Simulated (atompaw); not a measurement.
An all-electron radial function and its pseudo partner (Re)

Columns: radius, all-electron u(r) and pseudo u(r) of the 6s shell (level -6.46 eV) of rhenium in the configuration [Xe] 4f14 5d5 6s1.75 6p0.25; LDA (PW92), scalar-relativistic, PAW (atompaw) scheme, atompaw 4.2.0.5.

| r (bohr) | all-electron | pseudo |
| --- | --- | --- |
| 0.115 | -0.0979 | 0.0342 |
| 0.231 | 0.0267 | 0.0688 |
| 0.346 | 0.1948 | 0.1037 |
| 0.462 | 0.0772 | 0.1394 |
| 0.577 | -0.1207 | 0.1756 |
| 0.692 | -0.2611 | 0.2125 |
| 0.808 | -0.3102 | 0.2504 |
| 0.923 | -0.2807 | 0.2887 |
| 1.038 | -0.1993 | 0.3273 |
| 1.154 | -0.0890 | 0.3663 |
| 1.269 | 0.0302 | 0.4046 |
| 1.385 | 0.1484 | 0.4424 |
| 1.500 | 0.2563 | 0.4785 |
| 1.615 | 0.3512 | 0.5127 |
| 1.731 | 0.4324 | 0.5445 |
| 1.846 | 0.4983 | 0.5729 |
| 1.962 | 0.5510 | 0.5979 |
| 2.077 | 0.5905 | 0.6183 |
| 2.192 | 0.6190 | 0.6342 |
| 2.308 | 0.6379 | 0.6454 |
| 2.423 | 0.6482 | 0.6514 |
| 2.538 | 0.6514 | 0.6525 |
| 2.654 | 0.6486 | 0.6489 |
| 2.769 | 0.6410 | 0.6411 |
| 2.885 | 0.6293 | 0.6293 |
| 3.000 | 0.6144 | 0.6144 |

(1) How many radial nodes do the two functions have?

(2) Is the pseudo-wave norm-conserving?

Answers

(1) The all-electron 6s function has n − l − 1 = 5 (the table is too coarse to show those close to the nucleus); the pseudo-wave has 0, since the states of the same l below it are removed with the core.

(2) No, it belongs to a PAW set: the norm inside the radius is not constrained, and the difference is carried by the augmentation charge.
